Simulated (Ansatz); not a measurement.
Stepwise reaction of `[CH3][Al]([CH3])[SeH]` with water, as a gas-phase model of exchange steps in deposition or etching. ΔE in kJ/mol.

Gas-phase electronic energies from Ansatz, PBE0-D4/def2-TZVP geometries. CCSD(T)/CBS adds triple-zeta CCSD(T) − MP2 to the extrapolated MP2 energy (def2 sets, frozen cores). This one scheme is used for every species. Functionals use def2-TZVPP. B3LYP here is the variant with VWN-RPA as its local correlation; programs differ in this. For Se outer-core shells are correlated without core-valence functions, which leaves a few kJ/mol of doubt a bond. Scalar relativity is left out up to krypton. One conformer a species, not always the lowest.

| step | reaction | PBE-D4 | B3LYP-D4 | ωB97M-V | CCSD(T)/CBS |
| --- | --- | --- | --- | --- | --- |
| 2 | `[CH3][Al]([OH])[SeH]` + H₂O → `[OH][Al]([OH])[SeH]` + CH₄ | -122.3 | -134.2 | -129.7 | -129.5 |

Q: Give the row of step 1, `[CH3][Al]([CH3])[SeH]` + H₂O → `[CH3][Al]([OH])[SeH]` + CH₄. (Best estimate.)

A: Ansatz gave: 
| step | reaction | PBE-D4 | B3LYP-D4 | ωB97M-V | CCSD(T)/CBS |
| --- | --- | --- | --- | --- | --- |
| 1 | `[CH3][Al]([CH3])[SeH]` + H₂O → `[CH3][Al]([OH])[SeH]` + CH₄ | -134.5 | -146.1 | -141.4 | -139.7 |

Q: By hand: ΔE of the 2 steps together at CCSD(T)/CBS.

A: (-139.7) + (-129.5) = -269.2 kJ/mol, or -134.6 kJ/mol a step.

In ΔE each step is higher than the one before. All are downhill at CCSD(T)/CBS. PBE-D4 differs from CCSD(T)/CBS by 5.2 to 7.2 kJ/mol a step. Isolated molecules leave out the surface, adducts and barriers. Largest T1 diagnostic: 0.011.
